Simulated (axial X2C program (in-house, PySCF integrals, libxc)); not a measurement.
Photoelectron levels of GeTe by EOM-IP-CCSD

Calculated with an axial X2C code built on PySCF integrals: two-component X2C with atomic mean-field Coulomb and Gaunt terms, Gaussian nuclei, basis Te dyall-cv3z, Ge dyall-cv3z with contracted cores.

R = 2.343 Å (near the PBE0 minimum at charge 0 of the determinant lowest at the starting distance; the state shown can have its own minimum elsewhere).

Vertical ionisation energies of GeTe to the states of GeTe⁺:

```tsv
Ω of GeTe⁺	vertical IE (eV)	above lowest (cm⁻¹)	ionised spinor	one-hole weight
3/2	8.960	0	69% Te pπ, 25% Ge pπ	0.95
1/2	9.195	1901	44% Te pπ, 17% Ge pσ, 14% Te pσ	0.95
1/2	9.607	5221	32% Te pπ, 25% Ge pσ, 25% Te pσ	0.94
```

**Question.** Take the first Ω = 1/2 and Ω = 3/2 rows of π character: how far apart are they, and which lies lower?

**Answer.** E(3/2) − E(1/2) = 0 − 1901 = -1901 cm⁻¹ at EOM-IP-CCSD: inverted, Ω = 3/2 lower. Splittings at this level can be off by ten to twenty per cent.

This point took 11 s on 1 thread of Arm Neoverse N1, on a shared host.

Reference electrons by ω block (each with its −ω partner): 1/2: 27, 3/2: 12, 5/2: 3. 10 electrons of GeTe correlated (inner shells frozen), 94 natural virtual spinors (a truncated set); levels can be off by some tenths of an eV. Roots sought by Ω: (1/2: 4, 3/2: 3, 5/2: 1); the list ends where they run out and leaves out roots under 60 % one-particle weight. The solver can skip a root, and states that need a further excitation, which the method places far too high, are missing though they may lie low or lowest. T1 of the reference 0.029 (Lee–Taylor). Number of frozen shells: Te 4 s, 3 p, 2 d; Ge 3 s, 2 p, 1 d. Large amplitudes in the reference (orbital relaxation or multireference character) lower the reliability.
